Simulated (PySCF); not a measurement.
# Structure from 2D NMR

Compound of formula C$_{6}$H$_{10}$ClFSi. Correlations simulated from computed shifts and the bond graph:

HSQC (one-bond C–H):
| δH | δC |
| --- | --- |
| 6.06 | 133.7 |
| 4.92 | 99.4 |
| 4.62 | 99.4 |
| 2.97 | 48.3 |
| 2.00 | 15.3 |

COSY cross peaks (H two or three bonds apart, from the bond graph; peaks can be absent where the dihedral angle is near 90°):
| δH | δH |
| --- | --- |
| 6.06 | 2.00 |
| 4.92 | 4.62 |
| 3.84 | 2.00 |

HMBC (two and three bonds, from the bond graph):
| δH | δC |
| --- | --- |
| 6.06 | 140.1, 48.3, 15.3 |
| 4.92 | 173.3, 48.3 |
| 4.62 | 173.3, 48.3 |
| 3.84 | 133.7, 15.3 |
| 2.97 | 173.3, 140.1, 133.7, 99.4 |
| 2.00 | 140.1, 133.7 |

Carbons without hydrogens: δ 173.3, 140.1.

[PySCF 2.14: geometry from GFN2-xTB; shieldings: GIAO PBE0/pcSseg-1; single conformer; no relativistic terms; in vacuum; averaged over atoms made equivalent by symmetry, fast rotation or ring inversion]

Chemical shifts δ = σref − σ; ¹H and ¹³C vs TMS, all at this level.

Exchangeable hydrogens are left out of these lists.

Assemble the structure.

## Answers

`C=C(F)C/C(Cl)=C/C[SiH3]`.

Structure with atom numbers: `[CH2:1]=[C:2]([F:3])[CH2:4]/[C:5]([Cl:6])=[CH:7]/[CH2:8][SiH3:9]`; H(Xn) means a hydrogen on atom n. Ha(C1) is cis to F3; Hb(C1) is trans to F3.

δC 173.3 is C2, a fully substituted alkene carbon. δC 140.1 is C5, a fully substituted alkene carbon. δC 133.7 is C7, an alkene CH (δH 6.06). δC 99.4 is C1, a terminal =CH2 carbon (δH 4.92, 4.62). δC 48.3 is C4, an allylic sp3 CH2 (δH 2.97). δC 15.3 is C8, an allylic sp3 CH2 bonded to Si (δH 2.00). HMBC from δH 6.06 reaches the proton-free carbon C5. HMBC from δH 4.92 reaches the proton-free carbon C2. HMBC from δH 4.62 reaches the proton-free carbon C2. HMBC from δH 2.97 reaches the proton-free carbons C2, C5. COSY links 6.06–2.00, 4.92–4.62, 3.84–2.00.

The data come from this structure; uniqueness wasn't tested.

Carbons that carry Cl, above all several Cl atoms, come out too deshielded, partly because spin–orbit coupling is missing. Shifts are as computed. Against solution values, carbons near 30 ppm lie about +3 ppm off and those near 130 ppm about +5 ppm; carbons on Cl a further +6 ppm. Of 1309 compounds with measured shifts, 239 miss one by over three times the rms of a fit or turn the order of signals round; such compounds aren't used in these exercises.
